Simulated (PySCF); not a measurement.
# Computed properties of B(F)(OMe)(SMe) (C2H6BFOS), SMILES COB(F)SC

C2H6BFOS, SMILES COB(F)SC. The structure is a stationary point at B3LYP-D3(BJ)/def2-SVP. The values are those of a single conformer. All values are computed for the isolated molecule unless a solvent is named; none is compared with measurement here.

**Structure.** All 30 harmonic modes at B3LYP-D3(BJ)/def2-SVP (PySCF) are real, so it is a minimum. With heavy atoms numbered as in [B:1]([F:2])([O:3][CH3:4])[S:8][CH3:9], the shortest bond between them is B1–F2 at 1.339 Å and the longest S8–C9 at 1.832 Å.

**Vibrations.** The strongest infrared lines (harmonic, unscaled, degenerate partners summed) lie at 1244 cm⁻¹ (524 km/mol, B 60 %, F 19 %, O 13 %), 1404 cm⁻¹ (311 km/mol, H 39 %, B 32 %, O 14 %, C 12 %), 1515 cm⁻¹ (143 km/mol, H 53 %, B 26 %, O 16 %). The softest mode is at 40 cm⁻¹ and the zero-point energy is 55.6 kcal/mol.

**Electronic structure.** HF/def2-TZVP (PySCF) places the frontier levels at -9.90 and 3.29 eV, a gap of 13.19 eV, and gives a dipole moment of 2.70 D and a mean polarisability of 57.1 bohr³. PBE/def2-TZVP (PySCF) at the same geometry gives -5.86 and -0.26 eV, so its gap is 7.59 eV narrower. An orbital gap is neither the optical nor the fundamental gap.

**Excitations.** TDA-B3LYP/def2-SVPD (PySCF) has S1 at 5.95 eV (209 nm, f = 0.005, weak); the most intense of the 10 singlets computed lies at 6.81 eV (f = 0.20). T1 (TDA) is at 5.55 eV, 0.40 eV under S1. TDA-PBE/def2-SVPD (PySCF) puts S1 at 5.59 eV. No vertical singlet excitation falls in the visible range (under 3.1 eV).

**NMR.** GIAO shifts at KT2/pcSseg-1 (PySCF) (non-relativistic, atoms alike by connectivity averaged): ¹³C from 16.9 to 55.8 ppm against TMS; ¹H from 2.2 to 4.2 ppm against TMS; ¹⁹F at -133.6 ppm against CFCl3; ¹¹B at 16.3 ppm against BF3.
